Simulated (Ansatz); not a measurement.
PBE exchange is replaced step by step with exact exchange (0 % is PBE, 25 % PBE0; no dispersion term), basis def2-TZVP, Ansatz. System: Li4H3 (the lowest doublet isomer of a short search). Total charge 0; doublet. Geometry: PBE-D4/def2-TZVP.

Geometry of the doublet:

```xyz
7

Li    1.161   -0.641   -1.084
Li   -0.384   -0.822    0.871
Li   -1.264    0.578   -1.001
Li    0.728    1.403    0.673
H    -0.588   -1.106   -0.922
H    -1.012    0.890    0.772
H     1.358   -0.302    0.691
```

The structure comes from a short search, and lower isomers may exist.

HOMO and LUMO are taken over both spins.

```json
{"exact exchange (%)": "0", "HOMO (eV)": "-2.58", "LUMO (eV)": "-1.49", "gap (eV)": "1.09", "⟨S²⟩": "0.751"}
{"exact exchange (%)": "5", "HOMO (eV)": "-2.70", "LUMO (eV)": "-1.37", "gap (eV)": "1.33", "⟨S²⟩": "0.751"}
{"exact exchange (%)": "10", "HOMO (eV)": "-2.81", "LUMO (eV)": "-1.25", "gap (eV)": "1.56", "⟨S²⟩": "0.751"}
{"exact exchange (%)": "15", "HOMO (eV)": "-2.92", "LUMO (eV)": "-1.13", "gap (eV)": "1.79", "⟨S²⟩": "0.751"}
{"exact exchange (%)": "25", "HOMO (eV)": "-3.16", "LUMO (eV)": "-0.90", "gap (eV)": "2.26", "⟨S²⟩": "0.751"}
{"exact exchange (%)": "35", "HOMO (eV)": "-3.39", "LUMO (eV)": "-0.67", "gap (eV)": "2.72", "⟨S²⟩": "0.751"}
{"exact exchange (%)": "50", "HOMO (eV)": "-3.75", "LUMO (eV)": "-0.35", "gap (eV)": "3.40", "⟨S²⟩": "0.751"}
```
